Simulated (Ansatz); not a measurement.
`FC[S][InH2]` + HCl → `[Cl][InH2]` + `FCS` at 600 K and 1 bar (ligand exchange at the In–S bond).

Gas-phase electronic energies from Ansatz, PBE0-D4/def2-TZVP geometries. CCSD(T)/CBS is the MP2 limit (def2-TZVPP, def2-QZVPP) plus CCSD(T) − MP2 in def2-TZVPP, frozen cores. This one scheme is used for every species. Elements past krypton have def2 core potentials. For In outer-core shells are correlated without core-valence functions, which leaves a few kJ/mol of doubt a bond. One conformer a species, not always the lowest.

```
      species  CCSD(T)/CBS energy (Eh)  H − E (kJ/mol)  S (J/(mol·K))
`FC[S][InH2]`               -727.83271           169.3          430.2
          HCl               -460.38127            35.4          207.2
 `[Cl][InH2]`               -650.81839            65.0          319.0
        `FCS`               -537.40796           138.0          320.3
```

H − E and S are ideal-gas, rigid-rotor, harmonic terms from PBE0-D4/def2-TZVP, for one conformer and one mirror image of each species. 1 Eh = 2625.50 kJ/mol, R = 8.31446 J/(mol·K).

Question: By hand: ΔE, ΔH, ΔS and ΔG.

Answer: ΔE = (-650.81839) + (-537.40796) − (-727.83271) − (-460.38127) = -0.01237 Eh = -32.5 kJ/mol. Δ(H − E) = 65.0 + 138.0 − 169.3 − 35.4 = -1.7, so ΔH = -34.2 kJ/mol. ΔS = 319.0 + 320.3 − 430.2 − 207.2 = 1.9 J/(mol·K). ΔG = -34.2 − 600 × (1.9)/1000 = -35.3 kJ/mol.

Question: By hand: the equilibrium constant, and the temperature at which ΔG would vanish if ΔH and ΔS stayed fixed.

Answer: log₁₀ K = −ΔG/(RT ln 10) = 3.1. ΔH and −TΔS have one sign here, so there is no such temperature. One of them is within its doubt of zero, so this could turn.

The number of gas molecules stays the same, so ΔS is small and ΔH decides. A doubt of 5 kJ/mol in ΔE shifts log₁₀ K by 0.4 here. Other conformers and mirror images would add mixing entropy, several J/(mol·K) or more a flexible species. Modes under 60 cm⁻¹, often nearly free rotors, make the harmonic entropy too high. These are equilibria of isolated gas molecules and say nothing of rates. Largest T1 diagnostic: 0.014 (customary marks: 0.02 for closed shells, 0.045 for open ones).
